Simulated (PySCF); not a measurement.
C₆H₉NS.
SMILES with atom numbers: `[CH3:1][C@@H:2]1[CH2:3][CH2:4][C@H:5]([C:6]#[N:7])[S:8]1` (hydrogens: H9, H10, H11 on C1; H12 on C2; H13, H14 on C3; H15, H16 on C4; H17 on C5)

Geometry (PBE0-D3(BJ)/def2-SVP, Å), atoms numbered from 1 in this order:
```
atom  x, y, z in Å
C1    -2.033    0.166   -1.057
C2    -1.104    0.023    0.133
C3    -0.146    1.195    0.325
C4     1.042    0.694    1.128
C5     1.507   -0.590    0.429
C6     2.308   -0.305   -0.758
N7     2.948   -0.067   -1.692
S8    -0.038   -1.479   -0.021
H9    -2.696   -0.706   -1.162
H10   -2.670    1.057   -0.937
H11   -1.456    0.269   -1.988
H12   -1.697   -0.118    1.052
H13    0.199    1.552   -0.660
H14   -0.656    2.037    0.819
H15    1.858    1.430    1.188
H16    0.737    0.437    2.155
H17    2.096   -1.235    1.099
```

All values: wB97X-D/def2-SVPD (PySCF, non-relativistic), on one gas-phase PBE0-D3(BJ)/def2-SVP geometry that isn't relaxed in the solvent. The solvent is an IEF-PCM continuum (cavity from Bondi-type radii × 1.2), and excitations are vertical TDDFT with non-equilibrium linear response and a frozen core. Specific hydrogen bonds and non-electrostatic terms are outside this model.

| run | E − E(gas) (kJ/mol) | HOMO (eV) | HOMO–LUMO gap (eV) | dipole (D) | lowest singlet (eV) | static polarisability (au) |
| --- | --- | --- | --- | --- | --- | --- |
| gas | 0.00 | -8.78 | 10.24 | 4.58 | 5.13 | 91.2 |
| P | -34.63 | -8.74 | 10.22 | 6.15 | 5.17 | 127.2 |
| Q | -25.01 | -8.73 | 10.23 | 5.67 | 5.15 | 115.2 |

Task: The runs were made in acetonitrile and chloroform. Which run belongs to which solvent?

Result: P = acetonitrile, Q = chloroform. The dielectric constants are 4.711 (chloroform), 35.69 (acetonitrile), and the energy falls further as ε rises. The optical constants n² used for the excitations are 2.09, 1.81 in the same order. In this model the ground state sees the solvent through ε alone.

Task: How constant is the ratio of the lowering to (ε − 1)/(2ε + 1)?

Result: 
```tsv
solvent	(ε − 1)/(2ε + 1)	E − E(gas) (kJ/mol)	ratio (kJ/mol)	polarisation term (kJ/mol)
chloroform	0.356	-25.01	-70.2	-29.16
acetonitrile	0.479	-34.63	-72.3	-42.91
```

The ratio changes by +2.9 % in size from chloroform to acetonitrile. The polarisation term is half the interaction of the solute with the induced surface charges.

Rough CPU time on one thread of a shared machine: about 1.9 min. This is the whole response run at wB97X-D/def2-SVPD in acetonitrile, SCF included.

Note: wB97X-D ran without an empirical dispersion term, which enters the total energy and its gradient alone.
